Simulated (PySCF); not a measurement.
H₃O₄Si, SMILES [O][Si](O)(O)O, multiplicity 2. Coordinates come from a B3LYP-D3(BJ)/def2-SVP optimisation. The isomer is the one that the SMILES or the coordinates give; other isomers of the formula were not compared. One conformer was computed; it need not be the lowest.

Computed equilibrium geometry at B3LYP-D3(BJ)/def2-SVP (PySCF confirms it by a frequency run) as bond lengths and angles (one conformer of several):
Atoms: O1 Si2 O3 O4 O5 H6 H7 H8. Bonded distances (Å): O1–Si2 1.674, Si2–O3 1.643, Si2–O4 1.645, Si2–O5 1.654, O3–H6 0.965, O4–H7 0.964, O5–H8 0.966. Bond angles (°): O1–Si2–O3 107.9, O1–Si2–O4 116.6, O1–Si2–O5 102.0, O3–Si2–O4 106.4, O3–Si2–O5 115.9, O4–Si2–O5 108.4, Si2–O3–H6 115.8, Si2–O4–H7 117.7, Si2–O5–H8 116.8.
Charge 0, spin multiplicity 2.
